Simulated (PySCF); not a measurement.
**Radial density of Se⁺ (selenium, charge +1)**

M06-2X, [Ar] 3d10 4s2 4p3, high-spin 4S determinant. All numbers are calculated (PySCF 2.14, no relativity, point nucleus, in def2-TZVP (6s5p4d1f, 48 functions)).

```json
{"r (bohr)": "0.000622", "4πr²ρ (e/bohr)": "0.1257", "4πr²(ρα − ρβ)": "0.0000"}
{"r (bohr)": "0.00105", "4πr²ρ (e/bohr)": "0.3465", "4πr²(ρα − ρβ)": "0.0000"}
{"r (bohr)": "0.00176", "4πr²ρ (e/bohr)": "0.9318", "4πr²(ρα − ρβ)": "0.0000"}
{"r (bohr)": "0.00296", "4πr²ρ (e/bohr)": "2.433", "4πr²(ρα − ρβ)": "0.0000"}
{"r (bohr)": "0.00497", "4πr²ρ (e/bohr)": "5.998", "4πr²(ρα − ρβ)": "0.0000"}
{"r (bohr)": "0.00837", "4πr²ρ (e/bohr)": "13.49", "4πr²(ρα − ρβ)": "0.0002"}
{"r (bohr)": "0.0141", "4πr²ρ (e/bohr)": "25.96", "4πr²(ρα − ρβ)": "0.0012"}
{"r (bohr)": "0.0237", "4πr²ρ (e/bohr)": "38.78", "4πr²(ρα − ρβ)": "0.0063"}
{"r (bohr)": "0.0398", "4πr²ρ (e/bohr)": "40.09", "4πr²(ρα − ρβ)": "0.0274"}
{"r (bohr)": "0.0670", "4πr²ρ (e/bohr)": "33.95", "4πr²(ρα − ρβ)": "0.0834"}
{"r (bohr)": "0.113", "4πr²ρ (e/bohr)": "45.56", "4πr²(ρα − ρβ)": "0.1172"}
{"r (bohr)": "0.190", "4πr²ρ (e/bohr)": "41.86", "4πr²(ρα − ρβ)": "-0.0097"}
{"r (bohr)": "0.319", "4πr²ρ (e/bohr)": "26.48", "4πr²(ρα − ρβ)": "0.1304"}
{"r (bohr)": "0.536", "4πr²ρ (e/bohr)": "31.74", "4πr²(ρα − ρβ)": "0.1846"}
{"r (bohr)": "0.902", "4πr²ρ (e/bohr)": "10.72", "4πr²(ρα − ρβ)": "0.1815"}
{"r (bohr)": "1.52", "4πr²ρ (e/bohr)": "3.686", "4πr²(ρα − ρβ)": "1.6651"}
{"r (bohr)": "2.55", "4πr²ρ (e/bohr)": "1.519", "4πr²(ρα − ρβ)": "1.0172"}
{"r (bohr)": "4.29", "4πr²ρ (e/bohr)": "0.09382", "4πr²(ρα − ρβ)": "0.0725"}
{"r (bohr)": "7.22", "4πr²ρ (e/bohr)": "0.0004935", "4πr²(ρα − ρβ)": "0.0005"}
```

Question: Where is the radial spin density 4πr²(ρα − ρβ) most negative, and why is it negative at all?

Answer: Around r = 0.190 bohr, down to -0.0097 e/bohr: exchange with the open shell polarises the paired shells in an unrestricted calculation.
